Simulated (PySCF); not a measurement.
Isomers C₆H₁₁FO₂Si:

A. `CC/C(=C/[SiH2]CF)C(=O)O`
B. `CC(C)O[SiH2]/C(F)=C/C=O`
C. `InChI=1S/C6H11FO2Si/c1-4(8)5(2)9-10-6(3)7/h6H,2,10H2,1,3H3/t6-/m1/s1`
D. SMILES C(O[Si@@H](C(C=C)=O)F)(C)C

Spectrum 1. 1H NMR (500 MHz, computed): δ 7.40 (m, 1H), 6.63 (m, 1H), 5.86 (m, 1H), 4.67 (m, 1H), 4.62 (m, 1H), 1.51 (d, 3H), 1.44 (d, 3H). 13C{1H} NMR (computed): δ 228.2 (C), 139.1 (CH), 133.7 (CH2), 72.0 (CH), 28.4 (CH3), 27.9 (CH3).

Spectrum 2. 1H NMR (500 MHz, computed): δ 7.57 (m, 1H), 6.48 (br s, 1H), 4.75 (m, 2H), 4.65 (m, 2H), 2.51 (q, 2H), 1.30 (t, 3H). 13C{1H} NMR (computed): δ 176.8 (C), 159.5 (CH), 153.5 (C), 81.7 (CH2), 28.9 (CH2), 12.3 (CH3).

Spectrum 3. 1H NMR (500 MHz, computed): δ 10.53 (m, 1H), 6.14 (m, 1H), 5.21 (m, 2H), 4.42 (sept, 1H), 1.37 (d, 6H). 13C{1H} NMR (computed): δ 193.6 (C), 190.3 (CH), 131.0 (CH), 70.5 (CH), 27.3 (CH3).

Spectrum 4. 1H NMR (500 MHz, computed): δ 5.66 (m, 1H), 5.51 (m, 1H), 5.29 (m, 1H), 4.94 (m, 1H), 4.68 (m, 1H), 2.49 (s, 3H), 1.46 (m, 3H). 13C{1H} NMR (computed): δ 203.4 (C), 160.0 (C), 110.6 (CH2), 87.9 (CH), 25.6 (CH3), 20.4 (CH3).

PySCF 2.14.0 with density-fitted response routines calculation with GFN2-xTB structure and GIAO PBE0/pcSseg-1 shieldings; fast rotation and ring inversion assumed for equivalent nuclei, no relativistic terms, single conformer, no solvent model.

Shifts are taken against calculated references (same method and geometry level): TMS for 1H (31.72 ppm), 13C (186.93 ppm). Splittings of carbon signals by F and P are missing where no couplings were computed. Where no couplings were computed, multiplicities follow the n + 1 count of equivalent neighbours, and m marks all less simple cases (inequivalent or close neighbours, rings, F or P nearby). Acid and N–H amide carbonyl carbons lie up to 10 ppm further downfield in solution (hydrogen bonding). Shifts are as computed. Against solution values, carbons near 30 ppm lie about +3 ppm off and those near 130 ppm about +5 ppm. Of 1309 compounds with measured shifts, 239 miss one by over three times the rms of a fit or turn the order of signals round; such compounds aren't used in these exercises. OH and NH positions are gas-phase values without hydrogen bonding to other molecules.

Which spectrum belongs to which compound?

## Answers

1–D, 2–A, 3–B, 4–C.

- Spectrum 1 (D): 6 13C signals; δC 139.1 is an α carbon of a C=C–C=O unit; δC 133.7 is a β carbon of a C=C–C=O unit.
- Spectrum 2 (A): 6 13C signals; δC 176.8 is a carboxylic acid carbon; δC 159.5 is a β carbon of a C=C–C=O unit.
- Spectrum 3 (B): 5 13C signals; δC 193.6 is a β carbon of a C=C–C=O unit; δC 190.3 is an aldehyde carbonyl carbon.
- Spectrum 4 (C): 6 13C signals; δC 203.4 is a ketone carbonyl carbon; δC 160.0 is an alkene carbon bearing oxygen.
